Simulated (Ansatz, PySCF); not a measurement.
C₂H₁₀OSi₃, SMILES O=CC[SiH2][SiH2][SiH3]. Atoms are numbered in the order given.

```xyz
16

O     -2.9752     2.1876    -0.1937
C     -2.7970     1.0252    -0.4602
C     -1.4571     0.4011    -0.7204
Si    -0.7846    -0.5041     0.8291
Si     1.2987    -1.4439     0.2825
Si     2.7103     0.2658    -0.5034
H     -3.6600     0.3062    -0.4991
H     -1.5312    -0.3489    -1.5260
H     -0.7343     1.1830    -1.0028
H     -1.7676    -1.5462     1.2516
H     -0.6311     0.4831     1.9361
H      1.9018    -2.1120     1.4751
H      1.1065    -2.4683    -0.7900
H      2.8757     1.3030     0.5571
H      4.0526    -0.2616    -0.8859
H      2.0838     0.9053    -1.6988
```

Coordinates come from a B3LYP-D3(BJ)/def2-SVP optimisation. The structure was generated by enumeration, and PubChem lists no compound with its InChIKey, so it may never have been made. Other conformers were not sampled.

Two levels are set side by side: PBE-D3(BJ)/def2-SVP (Ansatz, a first-principles code) and B3LYP-D3(BJ)/def2-SVP (Ansatz). Each level has its own optimised geometry; the coordinates shown are those of the second. Frequencies come from the Hessian of PySCF at each geometry. Differences are taken from unrounded values.

| quantity | B3LYP-D3(BJ) | PBE-D3(BJ) | PBE-D3(BJ) minus B3LYP-D3(BJ) |
|---|---|---|---|
| mean bond length (Å) | 1.540 | 1.550 | 0.009 |
| bond O1–C2 (Å) | 1.206 | 1.215 | 0.009 |
| bond C2–C3 (Å) | 1.501 | 1.504 | 0.003 |
| bond C3–Si4 (Å) | 1.916 | 1.923 | 0.006 |
| bond Si4–Si5 (Å) | 2.350 | 2.353 | 0.003 |
| bond Si5–Si6 (Å) | 2.352 | 2.353 | 0.001 |
| bond C2–H7 (Å) | 1.124 | 1.135 | 0.011 |
| bond C3–H8 (Å) | 1.103 | 1.111 | 0.008 |
| bond C3–H9 (Å) | 1.102 | 1.109 | 0.008 |
| bond Si4–H10 (Å) | 1.494 | 1.507 | 0.013 |
| bond Si4–H11 (Å) | 1.491 | 1.505 | 0.013 |
| bond Si5–H12 (Å) | 1.494 | 1.507 | 0.013 |
| bond Si5–H13 (Å) | 1.496 | 1.509 | 0.013 |
| bond Si6–H14 (Å) | 1.493 | 1.505 | 0.013 |
| bond Si6–H15 (Å) | 1.492 | 1.505 | 0.013 |
| bond Si6–H16 (Å) | 1.493 | 1.506 | 0.013 |
| highest harmonic wavenumber (cm⁻¹) | 3120 | 3068 | -52 |
| mean harmonic wavenumber (cm⁻¹) | 1101 | 1066 | -35 |
| zero-point energy (kcal/mol) | 66.12 | 64.03 | -2.09 |

Exact exchange shortens and stiffens bonds; PBE has none. Differences between two approximate levels are no errors against the true value.
